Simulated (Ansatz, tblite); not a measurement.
Removing and adding an electron: Li2Br2. Charge 0, multiplicity 1. Geometry: PBE0-D4/def2-TZVP. Ansatz, gas phase; energy differences of separate SCF runs; the oxidised species was run as a doublet alone; the reduced species was run as a doublet alone.

```xyz
4

Li    0.301   -0.835    1.000
Li   -0.301    0.835   -1.000
Br    1.147    1.345    0.777
Br   -1.147   -1.344   -0.777
```

The xTB rows come from tblite. B3LYP takes the VWN-RPA correlation. Correlated methods freeze 18 core orbitals; core or outer-core shells of Li, Br are correlated, in sets that lack core-valence functions. In CCSD on the charge 1 doublet the largest single amplitude is 0.32, so its Hartree–Fock determinant may place the open shell otherwise than the density functionals do. The structure comes from a short search, and lower isomers may exist.

| level | −HOMO (eV) | vertical IE (eV) | −LUMO (eV) | vertical EA (eV) | HOMO–LUMO gap (eV) | IE − EA (eV) | remarks |
| --- | --- | --- | --- | --- | --- | --- | --- |
| GFN1-xTB | 10.86 | 14.27 | 6.48 | 4.14 | 4.38 | 10.13 | – |
| GFN2-xTB | 10.67 | 13.68 | 5.76 | 2.99 | 4.91 | 10.70 | – |
| HF/def2-TZVP | 10.47 | 9.30 | -0.63 | – | 11.11 | – | – |
| HF/def2-TZVPP | – | 9.29 | – | – | – | – | – |
| PBE-D4/def2-TZVP | 6.39 | 9.29 | 1.43 | – | 4.95 | – | – |
| PBE-D4/def2-TZVPD | 6.39 | – | 1.45 | 0.28 | 4.94 | – | HOMO above zero (-1 doublet) |
| revPBE-D4/def2-TZVP | 6.32 | 9.22 | 1.42 | – | 4.91 | – | – |
| r2SCAN-D4/def2-TZVP | 6.70 | 9.52 | 0.79 | – | 5.92 | – | – |
| r2SCAN-D4/def2-TZVPD | 6.69 | – | 0.80 | 0.16 | 5.90 | – | HOMO above zero (-1 doublet) |
| B3LYP-D4/def2-TZVP | 7.36 | 9.61 | 1.15 | – | 6.21 | – | – |
| PBE0-D4/def2-TZVP | 7.63 | 9.67 | 0.88 | – | 6.75 | – | – |
| PBE0-D4/def2-TZVPD | 7.63 | – | 0.92 | 0.17 | 6.71 | – | HOMO above zero (-1 doublet) |
| ωB97X-V/def2-TZVP | 9.97 | 10.12 | -0.42 | – | 10.39 | – | – |
| MP2/def2-TZVPP | – | 10.31 | – | – | – | – | – |
| CCSD/def2-TZVPP | – | 10.12 | – | – | – | – | – |
| CCSD(T)/def2-TZVPP | – | 10.13 | – | – | – | – | – |

Relaxing the oxidised species (PBE0-D4/def2-TZVP) changes its energy by -0.82 eV at PBE0-D4/def2-TZVP, so the adiabatic ionisation energy to this nearest minimum is 8.85 eV. At PBE-D4/def2-TZVP it is 8.67 eV. In the charge 1 doublet, Br3 and Br4 lie 2.90 Å apart (atoms count from 1), so these atoms are partly bonded to each other.    A HOMO above zero means that the electron is unbound at that level or that self-interaction error raises the level; the energy of removing that electron tells which. Raw xTB energy differences between charge states are shifted by several eV; the methods need an empirical correction for them.
